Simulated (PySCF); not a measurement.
Excitations are Tamm–Dancoff values on a coarser integration grid. The basis has no diffuse functions, so Rydberg states are missing or too high.

C2H9F3OSi3, SMILES `[SiH2]([Si@H](C(F)(F)F)[SiH3])OC` (C–O–Si–Si torsion -177°, O–Si–Si–Si torsion 25°) (charge 0, multiplicity 1)

Calculation: PBE-D3(BJ)/def2-TZVP // B3LYP-D3(BJ)/def2-SVP (PySCF).

```
Property                                                             Result
-------------------------------------------  ------------------------------
HOMO                                                               -6.87 eV
dipole moment                                                     0.571 e·Å
HOMO–LUMO gap                                                       5.13 eV
LUMO                                                               -1.74 eV
S1 excitation (TDA)                                                 5.20 eV
S1 oscillator strength                                                0.000
brightest of the four lowest singlets (TDA)                         5.55 eV
T1 excitation (TDA)                                                 4.90 eV
S1–T1 gap (TDA)                                                     0.30 eV
total energy                                                  -1324.2076 Ha
cost                                         around 40 core-minutes (rough)
```

```xyz
18

C      3.1495    -0.4304     0.2869
O      1.7902    -0.4758    -0.0911
Si     0.9881     0.7340    -0.9267
Si    -1.1927    -0.1213    -1.0177
Si    -1.4252    -1.6000     0.7902
C     -2.4122     1.3701    -0.7688
F     -3.7071     1.0178    -0.8983
F     -2.1800     2.3641    -1.6567
F     -2.2694     1.9054     0.4658
H      3.3916    -1.3524     0.8373
H      3.8175    -0.3672    -0.5924
H      3.3632     0.4318     0.9460
H      1.0228     2.0221    -0.1675
H      1.6107     0.9661    -2.2661
H     -1.5426    -0.7329    -2.3308
H     -2.8529    -1.9966     0.9636
H     -0.6025    -2.8142     0.5295
H     -0.9490    -0.9208     2.0271
```
Charge 0, spin multiplicity 1.
